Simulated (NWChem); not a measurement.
System: AlH2F; SMILES [AlH2][F]

Here is an NWChem input.

```
start job
memory heap 200 mb stack 900 mb global 1100 mb
geometry units angstroms
  Al    -0.269776    -0.526281     0.181181
  H      0.389139    -1.360995     1.277804
  H     -1.577957    -0.957537    -0.479265
  F      0.446256     0.870387    -0.299740
end
basis spherical
  * library def2-svp
end
dft
  xc xpbe96 cpbe96
  disp vdw 4
  iterations 150
end
driver
  maxiter 120
end
task dft optimize
task dft freq
```

The level has its own optimisation; frequencies are unscaled.

Task: What results follow from this input? (PBE-D3(BJ)/def2-SVP.) Quantities: r Al–H (Å); r Al–F (Å); highest harmonic frequency (cm⁻¹); lowest (cm⁻¹); zero-point energy (kcal/mol); dipole (D).

Result: 
```yaml
r Al–H (Å): 1.592
r Al–F (Å): 1.681
highest harmonic frequency (cm⁻¹): 1923
lowest (cm⁻¹): 551
zero-point energy (kcal/mol): 9.4
dipole (D): 1.22
```
